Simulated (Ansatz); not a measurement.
Start from `B1CC[SiH2]1` and change one element to get `C1[CH2][GaH][SiH2]1`.

Ansatz, PBE0-D4/def2-TZVP geometries, multiplicity 1. 

Scalar relativity is left out up to krypton.

```json
{"property": "LUMO energy (ωB97M-V/def2-TZVPP) / eV", "`B1CC[SiH2]1`": "0.09"}
{"property": "HOMO–LUMO gap (B3LYP/def2-TZVPP) / eV", "`B1CC[SiH2]1`": "5.11"}
{"property": "HOMO energy (B3LYP/def2-TZVPP) / eV", "`B1CC[SiH2]1`": "-7.17"}
{"property": "size of the dipole moment (ωB97M-V/def2-TZVPP) / D", "`B1CC[SiH2]1`": "0.79"}
{"property": "size of the dipole moment (PBE/def2-TZVPP) / D", "`B1CC[SiH2]1`": "0.94"}
{"property": "HOMO energy (ωB97M-V/def2-TZVPP) / eV", "`B1CC[SiH2]1`": "-9.49"}
```

Task: Give the same properties after the change, and the shifts. (Best estimate.)

Result: Computed: 
| property | `C1[CH2][GaH][SiH2]1` | shift |
| --- | --- | --- |
| LUMO energy (ωB97M-V/def2-TZVPP) / eV | -0.07 | -0.16 |
| HOMO–LUMO gap (B3LYP/def2-TZVPP) / eV | 4.38 | -0.73 |
| HOMO energy (B3LYP/def2-TZVPP) / eV | -6.40 | 0.77 |
| size of the dipole moment (ωB97M-V/def2-TZVPP) / D | 0.71 | -0.08 |
| size of the dipole moment (PBE/def2-TZVPP) / D | 0.80 | -0.14 |
| HOMO energy (ωB97M-V/def2-TZVPP) / eV | -8.60 | 0.89 |

With PBE0 the HOMO rises by 0.77 eV and the LUMO rises by 0.10 eV, so the gap narrows by about 0.67 eV. PBE moves the HOMO by 0.62 eV and ωB97M-V by 0.89 eV. Dipoles are sizes alone; their direction can turn.

B3LYP here is the variant with VWN-RPA as its local correlation; programs differ in this.
